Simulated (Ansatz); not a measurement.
```yaml
crystal:
  periodic: [false, false, false]
  atoms:
    - {symbol: F, position_ang: [-1.313404, -1.475566, -2.221803]}
    - {symbol: C, position_ang: [-0.540001, -0.597864, -1.646282]}
    - {symbol: C, position_ang: [-0.443938, -0.458377, -0.271384]}
    - {symbol: C, position_ang: [0.407953, 0.466291, 0.299534]}
    - {symbol: F, position_ang: [1.154412, 1.267646, -0.437159]}
    - {symbol: C, position_ang: [0.559619, 0.607623, 1.651814]}
    - {symbol: F, position_ang: [1.374705, 1.458863, 2.211435]}
    - {symbol: F, position_ang: [-0.070706, -0.132993, 2.500159]}
    - {symbol: H, position_ang: [-0.043486, 0.029030, -2.399787]}
    - {symbol: H, position_ang: [-0.990670, -1.140069, 0.309851]}
basis:
  gaussian: {orbitals: x2c-TZVPPall}
magnetization: {spin_polarized: true, initial_magnetization: 4}
hamiltonian: {xc: {name: revPBE0}, dispersion: d3bjatm}
scf: {lower_state_search: full}
output: {forces: true}
```

```sh
$ ansatz run in.yaml --threads 4 --pin off --events-out ev --progress --plain --max-ram 11315MiB
```

It prints (some lines left out):

```
Functional definition: revPBE0
1462 factors; their error is unknown
mean field evaluation 1: about -15040.8747 eV, gradient 3.3e1 eV
mean field evaluation 2: about -15040.1580 eV, gradient 3.5e1 eV
mean field evaluation 4: about -15045.9685 eV, gradient 3.3e0 eV
mean field evaluation 8: about -15046.1131 eV, gradient 1.3e0 eV
mean field evaluation 16: about -15046.8303 eV, gradient 1.3e-2 eV
mean field -15046.86696668 eV, -552.9621618928 hartree, gradient 1.8e-5 eV, S^2 6.015759; 7 other end points of the search recorded, 0 dependent functions left out
reference -15046.86700094 eV, -552.9621631517 hartree; 33, 29 occupied and 243, 247 virtual orbitals, 1462 factors
Total energy: -15047.29769732 eV, -552.9779909517 hartree
Relativity: scalar
Atom 0 at    -1.313404    -1.475566    -2.221803 Å, force    -1.218952    -1.270345     0.242000 eV/Å
Atom 1 at    -0.540001    -0.597864    -1.646282 Å, force     1.708867     1.523994    -6.801552 eV/Å
Atom 2 at    -0.443938    -0.458377    -0.271384 Å, force    -3.694001    -3.415983     2.105989 eV/Å
Atom 3 at     0.407953     0.466291     0.299534 Å, force     2.255948     2.845201    -4.061722 eV/Å
Atom 4 at     1.154412     1.267646    -0.437159 Å, force     0.667368     0.226027    -0.616469 eV/Å
Atom 5 at     0.559619     0.607623     1.651814 Å, force     0.888708     1.701268     6.357604 eV/Å
Atom 6 at     1.374705     1.458863     2.211435 Å, force     0.799806     0.718646     0.141318 eV/Å
Atom 7 at    -0.070706    -0.132993     2.500159 Å, force    -0.856904    -1.429440     1.021920 eV/Å
Atom 8 at    -0.043486     0.029030    -2.399787 Å, force    -0.210751    -0.153257     0.676497 eV/Å
Atom 9 at    -0.990670    -1.140069     0.309851 Å, force    -0.340090    -0.746111     0.934414 eV/Å
Dipole moment:    -0.022278    -0.039847    -0.031875 e Å
```

(1) Something in this input is off. What?

## Answers

(1) The spin is set far too high for this molecule. The calculation finished and met its thresholds. The result belongs to that input, not to the molecule as meant.
